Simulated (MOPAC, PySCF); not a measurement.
HFGe, SMILES `[F][GeH]` (lower singlet), neutral singlet in the gas phase. This singlet lies 1.90 eV below the relaxed triplet at the level composite: frozen-core CCSD(T) with HF/cc-pVQZ and the correlation energy extrapolated as X^-3 from cc-pVTZ and cc-pVQZ, plus CCSDT(Q) minus CCSD(T) in cc-pVDZ // B3LYP-D3(BJ)/def2-TZVP (Ansatz).

Z-matrix (Å, degrees):
```
Ge
F 1 1.7704
H 1 1.6149 2 94.25
```
Charge 0, spin multiplicity 1.

All levels are single points at this geometry (B3LYP-D3(BJ)/def2-TZVP); Pople sets use spherical d functions. Orbital energies aren't observables, and empty levels follow the basis.

AM1 in MOPAC gives HOMO (eV) = -8.42.

### Question
Estimate the HOMO (eV) from each of these levels: B3LYP-D3(BJ)/def2-TZVP in PySCF; B3LYP/3-21G in PySCF; B3LYP/6-311+G** (LANL2DZ on Ge) in PySCF; BP86/6-31G* in PySCF; M06-2X/6-31G* in PySCF; PBE/6-31G* in PySCF; SVWN5/6-31G* in PySCF; HF/3-21G in PySCF; HF/6-31G* in PySCF; PM3 in MOPAC; PM6 in MOPAC; PM7 in MOPAC.

### Answer

| level | HOMO (eV) |
|---|---|
| B3LYP-D3(BJ)/def2-TZVP in PySCF | -7.10 |
| B3LYP/3-21G in PySCF | -6.59 |
| B3LYP/6-311+G** (LANL2DZ on Ge) in PySCF | -7.12 |
| BP86/6-31G* in PySCF | -6.03 |
| M06-2X/6-31G* in PySCF | -8.17 |
| PBE/6-31G* in PySCF | -5.91 |
| SVWN5/6-31G* in PySCF | -6.00 |
| HF/3-21G in PySCF | -9.50 |
| HF/6-31G* in PySCF | -9.75 |
| PM3 in MOPAC | -9.81 |
| PM6 in MOPAC | -8.65 |
| PM7 in MOPAC | -8.77 |
